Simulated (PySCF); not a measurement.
Species: [BiF6]- (charge -1).
Geometry (PBE0-D3(BJ)/def2-SVP, Å), atoms numbered from 1 in this order:
```xyz
7
BiF6 angstrom
Bi     0.0000    0.0000   -0.0002
F     -0.0209   -0.0114    2.0263
F      0.0210    0.0117   -2.0266
F      2.0263    0.0072    0.0250
F     -2.0264   -0.0074   -0.0249
F     -0.0066    2.0265    0.0128
F      0.0065   -2.0266   -0.0125
```

The calculation used TDDFT wB97X-D/def2-SVPD, vertical, gas phase, core orbitals frozen in the response, def2 core potentials past Kr in PySCF. Spin–orbit coupling is left out.

Transition dipole moments from the ground state, in atomic units and in the frame of the coordinates above (overall signs are arbitrary), for the states with f of 0.002 or more among the lowest 9:

| state | E (hartree) | μx | μy | μz |
| --- | --- | --- | --- | --- |
| S7 | 0.2045 | 0.472 | 0.031 | -0.452 |
| S8 | 0.2045 | -0.165 | 0.620 | -0.129 |
| S9 | 0.2046 | -0.422 | -0.207 | -0.456 |

(1) What oscillator strength does each state have?

(2) The point group is Oh. Which irreducible representation does each state belong to?

(3) How is the summed strength of these states shared among x, y and z?

(4) What peak molar absorption coefficient would the strongest computed level give as a lone Gaussian band 0.4 eV wide at half height?

Results:

(1) f = (2/3) ΔE |μ|² with ΔE in hartree (27.2114 eV).

| state | \|μ\|² (au) | \|μ\| (D) | f |
| --- | --- | --- | --- |
| S7 | 0.428 | 1.66 | 0.058 |
| S8 | 0.428 | 1.66 | 0.058 |
| S9 | 0.429 | 1.66 | 0.058 |

(2) The ground state is totally symmetric, so the direction of μ fixes the label. Every allowed level is T1u, three states with equal energy: S7/S8/S9.

(3) (2/3) Σ ΔE μα² gives 0.058 for x, 0.058 for y and 0.058 for z, 0.175 in all.

(4) ε(max) = 2.175×10⁸ f / FWHM, with the width in cm⁻¹. S7/S8/S9 (f summed): 2.175×10⁸ × 0.1752 / 3226 ≈ 12000 L mol⁻¹ cm⁻¹.

S7/S8/S9 coincide within about 0.01 eV; within a degenerate level the directions of the single components are arbitrary.

No detachment energy is given for this anion; states above it aren't bound, and a finite basis only mimics them.
